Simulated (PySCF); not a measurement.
Al(OH)2 (AlH₂O₂), SMILES [OH][Al+][OH], charge +1. Geometry optimised at B3LYP-D3(BJ)/def2-TZVP. The multiplicity is an assumed one; other spin states were not compared. The isomer is the one that the SMILES or the coordinates give; other isomers of the formula were not compared. Other conformers were not sampled.

Computed equilibrium geometry at B3LYP-D3(BJ)/def2-TZVP (PySCF confirms it by a frequency run) as bond lengths and angles, and its point group (one conformer of several):
point group C2.
Atoms: Al1 O2 H3 O4 H5. Bonded distances (Å): Al1–O2 1.602, Al1–O4 1.602, O2–H3 0.958, O4–H5 0.958. Bond angles (°): O2–Al1–O4 178.2, Al1–O2–H3 154.0, Al1–O4–H5 154.0.
Charge +1, spin multiplicity 1.
